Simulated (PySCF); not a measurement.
C4H11NSi.
Geometry (PBE0-D3(BJ)/def2-SVP, Å), atoms numbered from 1 in this order:
```
atom  x, y, z in Å
Si1    2.890   -0.393   -0.703
N2     1.491   -0.541    0.301
C3     0.535    0.516    0.553
C4    -0.879    0.007    0.677
C5    -2.030    0.876    0.267
C6    -1.661   -0.326   -0.554
H7     3.973    0.514   -0.188
H8     3.475   -1.760   -0.849
H9     2.477    0.152   -2.034
H10    1.481   -1.277    0.999
H11    0.577    1.227   -0.291
H12    0.788    1.107    1.456
H13   -1.048   -0.637    1.549
H14   -2.946    0.842    0.861
H15   -1.801    1.865   -0.141
H16   -1.171   -0.163   -1.518
H17   -2.325   -1.195   -0.533
```

The calculation used core-valence-separated Tamm–Dancoff BHandHLYP/aug-pcX-1 (pcseg-1 on H, def2-SVPD on Si) in PySCF, non-relativistic, gas phase, PBE0-D3(BJ)/def2-SVP geometry. No empirical shift is added; at this level the pattern usually sits a few eV under experiment.

The lowest roots of each edge with f over 0.003 (five at most, numbered afresh; weaker and dark ones are left out), with transition dipoles (au) in the frame of the coordinates:

| root | edge | E (eV) | f | μx | μy | μz |
| --- | --- | --- | --- | --- | --- | --- |
| 1 | C | 285.65 | 0.0164 | 0.0098 | 0.0276 | -0.0385 |
| 2 | C | 285.71 | 0.0111 | -0.0085 | -0.0367 | -0.0130 |
| 3 | C | 285.72 | 0.0113 | -0.0392 | -0.0007 | 0.0090 |
| 4 | C | 285.95 | 0.0153 | -0.0223 | -0.0330 | 0.0245 |
| 5 | C | 285.99 | 0.0245 | 0.0253 | 0.0269 | -0.0461 |
| 6 | N | 399.11 | 0.0120 | -0.0157 | 0.0224 | -0.0219 |
| 7 | N | 400.19 | 0.0246 | -0.0312 | -0.0300 | 0.0253 |
| 8 | N | 400.80 | 0.0031 | -0.0104 | -0.0001 | -0.0144 |
| 9 | N | 400.88 | 0.0088 | -0.0121 | -0.0140 | -0.0235 |
| 10 | N | 401.21 | 0.0046 | -0.0093 | 0.0026 | 0.0195 |

Problem. Molecules are fixed in this frame and the field points along x. What effective strengths 3 f cos²θ do the roots have (θ between field and μ)?

Solution. root 1 (C4): 0.002, root 2 (C5/C6): 0.002, root 3 (C5/C6): 0.032, root 4 (C5): 0.010, root 5 (C6): 0.013, root 6 (N2): 0.007, root 7 (N2): 0.029, root 8 (N2): 0.003, root 9 (N2): 0.004, root 10 (N2): 0.003. Averaged over all orientations cos²θ is 1/3, which gives f back.

The run took about 40 s of CPU time (one thread, shared machine).

One conformer stands for the species.
